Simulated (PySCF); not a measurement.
## SbH₆⁻: one-bond stretch

All numbers come from PySCF, PBE0, basis Sb def2-TZVPD with ECP28, H def2-TZVPD (scalar-relativistic core potentials, no spin–orbit coupling, density fitting).

Rigid scan from the singlet minimum (Sb–H 1.799 Å (×6); H–Sb–H 90.0° (×12), H–Sb–H 180.0° (×3)). Coordinate: the bond from Sb to the last atom (H) scaled, the rest fixed. Energies in kJ/mol from the minimum.

```json
{"scale of one bond": "0.92", "E (kJ/mol)": "11.0", "dipole size (D, about the centre of mass)": "0.54"}
{"scale of one bond": "0.96", "E (kJ/mol)": "2.4", "dipole size (D, about the centre of mass)": "0.29"}
{"scale of one bond": "1.00", "E (kJ/mol)": "0.0", "dipole size (D, about the centre of mass)": "0.00"}
{"scale of one bond": "1.05", "E (kJ/mol)": "2.9", "dipole size (D, about the centre of mass)": "0.39"}
{"scale of one bond": "1.12", "E (kJ/mol)": "14.1", "dipole size (D, about the centre of mass)": "0.99"}
{"scale of one bond": "1.20", "E (kJ/mol)": "32.1", "dipole size (D, about the centre of mass)": "1.74"}
{"scale of one bond": "1.35", "E (kJ/mol)": "70.3", "dipole size (D, about the centre of mass)": "3.21"}
{"scale of one bond": "1.55", "E (kJ/mol)": "117.5", "dipole size (D, about the centre of mass)": "–"}
{"scale of one bond": "1.80", "E (kJ/mol)": "163.4", "dipole size (D, about the centre of mass)": "–"}
{"scale of one bond": "2.20", "E (kJ/mol)": "211.1", "dipole size (D, about the centre of mass)": "–"}
```

At long bonds a restricted determinant can lie too high, and another spin state can fall below this curve.
